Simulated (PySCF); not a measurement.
BH2, SMILES [BH2], multiplicity 2. Atoms are numbered in the order given.

```xyz
3

B      0.0000     0.0000     0.1454
H      0.0000    -1.0772    -0.3635
H      0.0000     1.0772    -0.3635
```
Charge 0, spin multiplicity 2.

Geometry optimised at PBE0-D3(BJ)/def2-TZVPD. The isomer is the one that the SMILES or the coordinates give; other isomers of the formula were not compared.

The numbers are results of TDA-M06-2X/def2-TZVPD in PySCF, not measurements.

Vertical excitations. Isolated molecule, no solvent.

```tsv
state	energy (eV)	λ (nm)	f	main pairs
root 1	0.83	1492	0.002	α HOMO→LUMO 97 %
root 2	5.16	240	0.049	α HOMO→LUMO+1 96 %
root 3	5.48	226	0.000	α HOMO−1→LUMO 71 %, β HOMO→LUMO+1 26 %
root 4	5.93	209	0.000	β HOMO→LUMO 94 %
root 5	6.17	201	0.000	α HOMO−1→LUMO 27 %, β HOMO→LUMO+1 69 %
root 6	6.86	181	0.010	α HOMO→LUMO+3 91 %
root 7	6.97	178	0.000	α HOMO→LUMO+2 93 %
root 8	7.55	164	0.146	α HOMO→LUMO+6 92 %
root 9	7.77	160	0.000	α HOMO→LUMO+5 99 %
root 10	7.94	156	0.058	α HOMO→LUMO+8 65 %, α HOMO→LUMO+4 28 %
```
Unrestricted roots are not spin-pure.
